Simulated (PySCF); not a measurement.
**AuCl: frontier orbitals**

PBE0 at R = 2.239 Å; Au cc-pVDZ-PP with ECP60, Cl cc-pV(D+d)Z; scalar-relativistic core potentials (PySCF 2.14). State: ¹Σ⁺ (singlet), closed shell. Only the outer orbitals are listed, counted within each symmetry, core potentials removing the inner ones.

```
orbital  occ.  ε (eV)  on Au (%)            main shells (%)
     7σ     2  -11.69         50           46 Au d, 46 Cl p
     3π     2  -10.54         77           77 Au d, 23 Cl p
     3π     2  -10.54         77           77 Au d, 23 Cl p
     1δ     2   -9.45        100                   100 Au d
     1δ     2   -9.45        100                   100 Au d
     8σ     2   -8.40         74  43 Au d, 31 Au s, 25 Cl p
     4π     2   -7.97         26           74 Cl p, 23 Au d
     4π     2   -7.97         26           74 Cl p, 23 Au d
     9σ     0   -3.84         81  58 Au s, 19 Cl p, 17 Au p
     5π     0   -0.06         98                    97 Au p
     5π     0   -0.06         98                    97 Au p
```

Question: Which are the highest filled and the lowest empty level, where do they sit, and how wide is the gap?

Answer: Highest filled 4π at -7.97 eV (in %: 74 Cl p, 23 Au d); lowest empty 9σ at -3.84 eV (in %: 58 Au s, 19 Cl p, 17 Au p); the gap at PBE0 is 4.13 eV.

| Item | Value |
| --- | --- |
| bond order (Mayer) | 1.14 |
| ⟨S²⟩ | 0.000 |
| charge on Au (Mulliken, basis-dependent) | 0.29 |
| charge on Au (Löwdin, basis-dependent) | 0.01 |
| dipole moment (positive dipole means Au(−)Cl(+)) | -3.80 D |
| polarisability along the bond | 53.1 bohr³ |
| polarisability across the bond | 30.9 bohr³ |

Spin–orbit coupling is left out.
